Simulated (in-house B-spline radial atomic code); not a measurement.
The numbers below are computed, except where a source is named.
## Building a PAW d channel for Hf, r_c = 1.68 bohr

Hf, [Xe] 4f14 5d2 6s2, non-relativistic LDA (VWN5) (a model for so heavy an element), spherical and spin-unpolarised, from a B-spline radial code for spherical atoms (atomic units; all potentials screened as in the neutral atom).

Two all-electron partial waves φ1, φ2 are integrated outwards at E1 = ε(5d) = -0.143804 and E2 = E1 + 1 hartree; φ1 is the bound orbital and φ2 has unit norm inside r_c = 1.6766 bohr. Smooth partners are polynomials, r^3(a0 + a1 r² + a2 r⁴ + a3 r⁶), matched to φ and three derivatives at r_c, with no condition on the norm. The local potential is -13.4039 + (11.5781) r² + (-4.19855) r⁴ + (0.563173) r⁶ inside 1.3727 bohr and the all-electron one outside.

```
wave     φ(r_c)     φ'(r_c)         a0          a1         a2            a3
   1  0.6901091  -0.0166428  0.7988481  -0.4553816  0.1044709  -0.008907068
   2  0.7879326   -1.603857   1.906879   -1.247333  0.2948086   -0.02534395
```

Inside r_c the overlaps are <φi φj> = [[0.30999, 0.54686], [0.54686, 1.00000]] and, for the smooth waves, [[0.29591, 0.51185], [0.51185, 0.91457]]. With χj = (Ej − T − V_local) applied to smooth wave j, the program's quadrature gives the matrix B_ij = <smooth i, χj> as [[0.14965, 0.29934], [0.33435, 0.69027]].

(1) Check the match of the first wave, and find the augmentation charges q_ij.

(2) B isn't symmetric. Show that D_ij = B_ij + Ej q_ij is.

Solving (T + V_local + Σ p D p) ψ = E (1 + Σ p q p) ψ in a sphere of 9 bohr, whose wall lifts the free-atom level a little, gives these levels:

```
all-electron  one projector  two projectors
   -0.143573      -0.143573       -0.143573
    0.116529       0.116447        0.116529
    0.428575       0.427911        0.428575
    0.892501       0.889486        0.892501
    1.500060       1.490130        1.500050
```

(3) What does the second projector gain?

Results:

(1) At r_c the four terms are 3.76489, -6.03285, 3.89047, -0.93239, which sum to 0.6901, φ1(r_c) to rounding. q_ij is the all-electron overlap less the smooth one: [[0.01408, 0.03501], [0.03501, 0.08543]]. The smooth first wave has a norm of 0.2959 inside r_c against 0.3100, and q11 > 0 puts back the missing charge.

(2) Integrating by parts gives B12 − B21 = (E1 − E2) q12: 0.29934 − (0.33435) = -0.03501, and −1 × (0.03501) = -0.03501. So D12 = 0.29934 + (0.856196)(0.03501) = 0.32932 and D21 = 0.33435 + (-0.143804)(0.03501) = 0.32931; D11 = 0.14763, D22 = 0.76342. The projectors, p = (B⁻¹)ᵀ χ, are dual to the smooth waves; det B = 0.0032, small beside B11 B22, as the two smooth waves look alike inside r_c.

(3) With one projector the errors are 0.00, -0.08, -0.66, -3.01, -9.93 millihartree. With two the errors are 0.00, 0.00, 0.00, 0.00, -0.01 millihartree. The scattering is exact at E1 and at E2 = 0.856, and over all levels compared the largest error is under 0.01 millihartree. The lowest eigenvalue of the overlap operator is 1 with one and 0.9716 with two projectors. The smooth orbital alone needs a cutoff of 11 hartree for 1 millihartree of kinetic energy, against 12.1 for a norm-conserving Troullier-Martins orbital of the same radius.
